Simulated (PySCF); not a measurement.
Species: C9H9 (charge +1).
Numbering: `[CH3:1][C:2]#[C:3][C:4]1=[CH:5][CH:6]=[CH:7][CH+:8][CH2:9]1`

Probes without a nucleus sit at each ring's centroid and 1 Å off its mean plane on both sides; NICS is minus the shielding there, NICSzz its component along the normal. Level: GIAO PBE0/pcSseg-1 (PySCF, non-relativistic, gas phase) on the GFN2-xTB geometry, one conformer.

Ring bond lengths (Å), with Mayer bond orders in brackets: C4–C5 1.396 (1.42), C5–C6 1.379 (1.44), C6–C7 1.412 (1.26), C7–C8 1.357 (1.62), C8–C9 1.469 (1.10), C9–C4 1.478 (1.07).

Question: Give the NICS values of each ring in ppm.

Answer: 
```json
{"ring": "C4–C5–C6–C7–C8–C9", "type": "6-membered carbocycle; formal bonds 2 double, 4 single", "NICS(0)": "1.6", "NICS(1), two faces": "-4.3 / -4.3", "NICS(1)zz, two faces": "-8.3 / -8.4", "rms pucker (Å)": "0.00", "centre to ring atoms, mean (Å)": "1.41"}
```

Question: What do they say, and how far can they be read as aromaticity?

Answer: 
- C4–C5–C6–C7–C8–C9: mean NICS(1)zz -8.4 ppm, shielded. C9 has four or more neighbours; no verdict on aromaticity is drawn. NICS(0) lies 6 ppm above the mean NICS(1).

Question: What is the mean of the two in-plane components of NICS at the first NICS(1) probe listed for ring C4–C5–C6–C7–C8–C9, 1 Å off the ring?

Answer: The isotropic value is a third of the trace: (3 × -4.3 − (-8.3))/2 = -2.3 ppm.

Question: List the ring angles and the Hirshfeld charges of the ring atoms.

Answer: 
- C4–C5–C6–C7–C8–C9: C4 119.9° (+0.106 e), C5 120.6° (-0.008 e), C6 121.8° (+0.072 e), C7 120.0° (-0.010 e), C8 121.8° (+0.059 e), C9 115.9° (-0.033 e); sum 720.0° against 720° for a flat convex ring.

Question: How shielded are the nuclei of the rings and their hydrogens (means over atoms taken as equivalent)?

Answer: 
```json
{"atoms": "C4", "environment": "fully substituted alkene carbon", "σ isotropic (ppm)": "-1.9"}
{"atoms": "C5", "environment": "alkene CH carbon", "σ isotropic (ppm)": "40.6"}
{"atoms": "C6", "environment": "carbon bonded to 2 C and H", "σ isotropic (ppm)": "14.8"}
{"atoms": "C7", "environment": "carbon bonded to 2 C and H", "σ isotropic (ppm)": "48.2"}
{"atoms": "C8", "environment": "carbon bonded to 2 C and H", "σ isotropic (ppm)": "5.6"}
{"atoms": "C9", "environment": "allylic carbon", "σ isotropic (ppm)": "132.8"}
{"atoms": "H on C5", "environment": "vinylic hydrogen", "σ isotropic (ppm)": "23.52"}
{"atoms": "H on C6", "environment": "hydrogen on carbon", "σ isotropic (ppm)": "22.64"}
{"atoms": "H on C7", "environment": "hydrogen on carbon", "σ isotropic (ppm)": "23.54"}
{"atoms": "H on C8", "environment": "hydrogen on carbon", "σ isotropic (ppm)": "22.96"}
{"atoms": "H on C9 (×2)", "environment": "methylene hydrogen", "σ isotropic (ppm)": "26.91"}
```

Time: 32 s; peak memory 0.86 GiB. Hardware: one thread of an Arm Neoverse V2, no GPU, shared host. This is the whole shielding run at PBE0/pcSseg-1, SCF included.
